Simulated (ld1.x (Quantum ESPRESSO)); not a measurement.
**chlorine (Cl), ultrasoft: configuration errors across variants**

ld1.x (Quantum ESPRESSO) 7.5 input, shortened:

```
&input
   title='Cl', zed=17., rel=1, dft='PW91', iswitch=3,
   config='[Ne] 3s2 3p5'
 /
 &inputp
   pseudotype=3, tm=.true., lloc=-2, rcloc=1.00,
   nlcc=.false.
 /
4
3S  1  0   2.00   0.00  0.85  1.10  0.0
3S  1  0   0.00   3.50  0.85  1.10  0.0
3P  2  1   5.00   0.00  0.75  1.05  0.0
3P  2  1   0.00   3.15  0.75  1.05  0.0
 &test
   configts(1)='3s2 3p5'
 /
```

All-electron excitation energies from the reference (eV): (1) 3s2 3p4 13.932; (2) 3s2 3p3 39.444; (3) 3s2 3p2 77.830; (4) 3s1 3p6 12.150; (5) 3s2 3p5.3 -2.153; (6) 3s1 3p5 26.635; (7) 3s2 3p1 130.170.

3 further variants failed, have other tests or too few solved ones, and are left out.

Errors AE − PS in meV (a dash: test not solved or not reliable):

| change | (1) | (2) | (3) | (4) | (5) | (6) | (7) | bound ghosts |
| --- | --- | --- | --- | --- | --- | --- | --- | --- |
| base | -1.1 | -1.1 | +4.4 | -6.6 | +0.3 | -7.0 | +33 | none |
| all radii scaled by about 1.18 (s 1.30, p 1.24 bohr, rcut 1.00/0.88); local potential all-electron potential smoothed inside 1.18 bohr (lloc = -2) | -0.5 | +4.3 | +26 | +7.0 | +0.3 | +4.2 | +91 | none |
| all radii scaled by about 1.27 (s 1.40, p 1.34 bohr, rcut 1.08/0.96); local potential all-electron potential smoothed inside 1.28 bohr (lloc = -2) | 0.0 | +6.9 | +35 | +4.1 | +0.3 | +2.8 | +116 | none |
| all radii scaled by about 1.37 (s 1.50, p 1.44 bohr, rcut 1.16/1.02); local potential all-electron potential smoothed inside 1.36 bohr (lloc = -2) | 0.0 | +7.1 | +38 | +2.9 | +0.3 | +2.7 | +124 | none |

Give the same row for: all radii scaled by about 1.09 (s 1.20, p 1.14 bohr, rcut 0.92/0.82); local potential all-electron potential smoothed inside 1.10 bohr (lloc = -2).

-1.0, -0.2, +10, +0.2, +0.2, -1.2, +52; bound ghosts: none.
